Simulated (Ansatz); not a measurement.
Ba(Cl)2 cation (BaCl2), SMILES [Ba]([Cl])[Cl] (connectivity only; charge and spin as stated), charge +1, multiplicity 2.

The structure is a stationary point at B3LYP-D3(BJ)/def2-TZVP. The spin state was assumed, not searched. The isomer is the one that the SMILES or the coordinates give; other isomers of the formula were not compared. The def2 effective core potentials stand for the cores of Ba; spin–orbit coupling is left out.

Two levels are set side by side: PBE/def2-TZVPD (Ansatz, a quantum-chemistry and plane-wave program) and PBE0/def2-TZVPD (Ansatz). Energy differences of separate SCF runs at the same geometry; the states with an electron removed or added have multiplicity 1 and 1. Differences are taken from unrounded values.

```csv
quantity,PBE0,PBE,PBE minus PBE0
vertical ionisation energy (eV),14.70,14.42,-0.29
vertical electron affinity (eV),6.88,6.81,-0.07
```

On these quantities the two levels nearly agree.
